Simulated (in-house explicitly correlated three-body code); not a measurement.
Computed with an exponentially correlated three-body code. Model: two electrons around a point charge, non-relativistic, variational in 260 exponentially correlated functions (energies converged to about 1e-7 hartree, or 1e-8 relative for large Z).

Command:
```bash
python run_hyl.py task.json out
```
Settings (lengths in bohr, energies in hartree):
```
Z                      1.5
nuclear_mass           5000
interaction_strength   1
functions              260
states_tried           13
```

Time taken, with all properties: 65 s on 1 thread of Arm Neoverse N1 (shared host).

**Those bound S and P states to n = 4 that converged, binding against the one-electron ion.**

Given: nuclear charge 1.5; mass of the centre 5000 electron masses.

Computed: one-electron threshold -1.12477504 hartree.

```
term  energy (hartree)  binding (eV)
1 1S       -1.46496696        9.2571
2 3S       -1.17739476        1.4319
2 1S       -1.16618475        1.1268
2 3P       -1.15762714       0.89395
2 1P       -1.15599461       0.84953
3 3S       -1.14399871        0.5231
3 1S       -1.14135155       0.45107
3 3P        -1.1391807         0.392
3 1P       -1.13863869       0.37725
4 3S                 ?             ?
4 1S       -1.13367001       0.24204
4 3P                 ?             ?
4 1P       -1.13257445       0.21223
```

(1) What belongs in the row 4 3S?

(2) What belongs in the row 4 3P?

**Converged states only, values per electron or pair.**

```
term  mean r (bohr)  mean r squared (bohr²)  mean inverse r (1/bohr)  mean r12 (bohr)  mean inverse r12 (1/bohr)  mean cosine  mean p1 dot p2 (bohr⁻²)  delta r1 (bohr⁻³)  delta r12 (bohr⁻³)
1 1S         1.3568                  2.6026                   1.1883            2.111                     0.6349    -0.082905                 0.095432             0.6817            0.028868
2 3S         4.1241                  31.828                  0.83987           7.3524                    0.16482    -0.015813                0.0028669             0.5461                   -
2 1S              ?                       ?                        ?                ?                          ?            ?                        ?                  ?                   ?
2 3P         5.1639                  53.523                  0.81667           9.4111                    0.13475    -0.017761               -0.0097713            0.53435                   -
2 1P              ?                       ?                        ?                ?                          ?            ?                        ?                  ?                   ?
3 3S          10.29                  219.42                  0.78491           19.617                   0.066732   -0.0037135               0.00065158            0.53893                   -
3 1S         11.855                  293.71                  0.78072           22.741                   0.059461   -0.0031596               0.00097026            0.53856          0.00034841
3 3P         12.485                  332.89                  0.77899           24.003                   0.058618   -0.0052517               -0.0031044            0.53603                   -
3 1P         13.033                  362.34                  0.77746           25.094                   0.055093   -0.0022246                0.0021102            0.53682          1.5675e-05
4 3S         19.456                  810.74                  0.76841           37.931                   0.035848   -0.0013956               0.00024195             0.5376                   -
4 1S         21.612                  1003.7                  0.76675           42.239                   0.032894   -0.0012621               0.00038094             0.5375          0.00013803
4 3P         22.812                  1131.8                  0.76606           44.641                   0.032557   -0.0021947               -0.0013256            0.53651                   -
4 1P         23.547                  1205.2                   0.7654           46.109                    0.03104  -0.00091969               0.00092031            0.53682          6.9405e-06
```

(3) What belongs in the row 2 1S?

(4) What belongs in the row 2 1P?

Results:

(1) energy (hartree): -1.13468003; binding (eV): 0.26953.

(2) energy (hartree): -1.13281021; binding (eV): 0.21865.

(3) mean r (bohr): 5.1002; mean r squared (bohr²): 50.092; mean inverse r (1/bohr): 0.82358; mean r12 (bohr): 9.277; mean inverse r12 (1/bohr): 0.13836; mean cosine: -0.011741; mean p1 dot p2 (bohr⁻²): 0.0037832; delta r1 (bohr⁻³): 0.54359; delta r12 (bohr⁻³): 0.0013394.

(4) mean r (bohr): 5.5173; mean r squared (bohr²): 60.999; mean inverse r (1/bohr): 0.81193; mean r12 (bohr): 10.101; mean inverse r12 (1/bohr): 0.1238; mean cosine: -0.0079784; mean p1 dot p2 (bohr⁻²): 0.0063571; delta r1 (bohr⁻³): 0.5368; delta r12 (bohr⁻³): 4.5709e-05.
